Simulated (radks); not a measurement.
Spherical quantum dot in the effective-mass picture: electrons in a parabolic well V = omega^2 r^2 / 2 with omega = 0.127, with a point charge +1 (a donor) at the centre, all in effective atomic units (hartree* = m*/eps^2 hartree, bohr* = eps/m* bohr), one dielectric constant everywhere. Calculated with a radial shooting solver with Libxc functionals: non-relativistic Kohn-Sham, PBE, spin-polarised, spherical densities. Levels are named by radial order and angular momentum (1s, 1p, 1d, 2s, ...), and open shells are averaged over m.

N = 5, configuration 1s2 1p(up 3, down 0). This is the lowest configuration that the search found. Occupied levels:

level    occupation  eigenvalue (hartree*)  <r> (bohr*)
1s up             1                0.74609        2.575
1s down           1                0.75190        2.110
1p up             3                0.88033        5.167

Energy (hartree*): total 1.55569, kinetic 0.86551, external -1.2510, Hartree 2.8529, exchange-correlation -0.91170.

Electron density:

r (bohr*)  n(r) (e/bohr*^3)
0.181                0.2450
0.863               0.06693
1.55                0.02238
2.23               0.009851
2.91               0.005993
3.59               0.004590
4.28               0.003754
4.96               0.002923
5.64               0.002029
6.32               0.001204
7.00              0.0006100
7.69              0.0002720
8.37              0.0001075
9.05             0.00003727
